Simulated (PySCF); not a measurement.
PySCF 2.14 output of an unrestricted PBE calculation on a single atom or ion in jorge-DZP-DKH, with scalar relativity by spin-free X2C-1e:

```
SCF conv_tol = 1e-09
number electrons alpha = 3  beta = 2
    J. P. Perdew, K. Burke, and M. Ernzerhof.,  Phys. Rev. Lett. 77, 3865 (1996)
    J. P. Perdew, K. Burke, and M. Ernzerhof.,  Phys. Rev. Lett. 78, 1396 (1997)
    J. P. Perdew, K. Burke, and M. Ernzerhof.,  Phys. Rev. Lett. 77, 3865 (1996)
    J. P. Perdew, K. Burke, and M. Ernzerhof.,  Phys. Rev. Lett. 78, 1396 (1997)
cycle= 1 E= -52.9114331916766  delta_E= -0.00271  |g|= 0.00674  |ddm|= 0.0443
cycle= 2 E= -52.9114508364508  delta_E= -1.76e-05  |g|= 0.000683  |ddm|= 0.0041
cycle= 3 E= -52.9114510400542  delta_E= -2.04e-07  |g|= 7.04e-05  |ddm|= 0.000542
cycle= 4 E= -52.9114510420744  delta_E= -2.02e-09  |g|= 9.34e-06  |ddm|= 9.79e-05
cycle= 5 E= -52.9114510420928  delta_E= -1.84e-11  |g|= 9.46e-08  |ddm|= 8.13e-06
converged SCF energy = -52.9114510420928  <S^2> = 0.75123578  2S+1 = 2.0012354
```

The run itself started from symmetry-adapted Hartree-Fock orbitals and held the occupation by maximum overlap, on a logarithmic radial grid, so the iterations belong to that start.

Q: Which element, charge and spin multiplicity is this?

A: N²⁺ (nitrogen, charge +2), multiplicity 2; the state was [He] 2s2 2p1, 2P determinant.
